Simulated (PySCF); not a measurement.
NMR data sheet: C4H13NSi2

```
Formula                               : C4H13NSi2
SMILES                                : CN(C)/C([SiH3])=C\[SiH3]
InChI                                 : InChI=1S/C4H13NSi2/c1-5(2)4(7)3-6/h3H,1-2,6-7H3/b4-3+
Point group of the computed structure : C1
Degrees of unsaturation               : 1
Carbon signals                        : 3
Proton signals                        : 4
```

Atoms are numbered as in `[CH3:1][N:2]([CH3:3])/[C:4]([SiH3:5])=[CH:6]\[SiH3:7]`. Each H is labelled by its parent atom.

PySCF calculation with NMR shieldings at PBE0/pcSseg-1/GIAO and geometry: GFN2-xTB; one averaged value for each set of equivalent atoms, a single conformation, no solvent, non-relativistic Hamiltonian.

Chemical shifts δ = σref − σ; ¹H (31.72 ppm) and ¹³C (186.93 ppm) and ²⁹Si (349.16 ppm) vs TMS; NH3 for ¹⁵N (267.73 ppm), all at this level.

| carbon | δC, type | δH (multiplicity) | HMBC from (2–3 bonds) | span of the C tensor (ppm) |
| --- | --- | --- | --- | --- |
| C1/C3 | 45.8, CH3 | 2.84 (s) | H(C1)/H(C3) | 65 |
| C4 | 175.3, C | – | H(C6), H(Si5), H(Si7), H(C1)/H(C3) | 221 |
| C6 | 115.3, CH | 5.22 (q) | H(Si5), H(Si7) | 200 |

Other nuclei:
| atoms | nucleus | environment | δ (ppm) | σ (ppm) |
| --- | --- | --- | --- | --- |
| H(Si5) | ¹H | hydrogen on a silicon bonded to C | 4.23 | 27.49 |
| H(Si7) | ¹H | hydrogen on a silicon bonded to C | 4.16 | 27.55 |
| Si5 | ²⁹Si | silicon bonded to C, 3 H | -80.9 | 430.0 |
| Si7 | ²⁹Si | silicon bonded to C, 3 H | -88.4 | 437.5 |
| N2 | ¹⁵N | enamine nitrogen | 79.6 | 188.1 |

Carbon types of the structure: 1 × C, 1 × CH, 2 × CH3, leaving 6 H on heteroatoms. δC 175.3: alkene carbon bearing nitrogen; an sp2 carbon further deshielded by the attached heteroatom. δC 115.3: β carbon of an enol-ether or enamine type C=C. δC 45.8: methyl carbon bonded to N; the inductive effect lowers its shielding. δH 5.22: hydrogen on a β carbon of an enol-ether or enamine type C=C; olefinic region. δH 2.84: hydrogen on a methyl carbon bonded to N; its carbon carries N, which withdraws density.

Shifts are as computed. Against solution values, carbons near 30 ppm lie about +3 ppm off and those near 130 ppm about +5 ppm. Of 1309 compounds with measured shifts, 239 miss one by over three times the rms of a fit or turn the order of signals round; such compounds aren't used in these exercises. Experimental scales use liquid or dissolved standards, which lie at an offset from isolated NH3 (liquid NH3: subtract about 20 ppm). No couplings were computed; multiplicities are counted from neighbouring protons, with m where these are inequivalent, close in shift, in a saturated or five-membered ring or joined by F or P, and br s for small geminal =CH2 splittings.
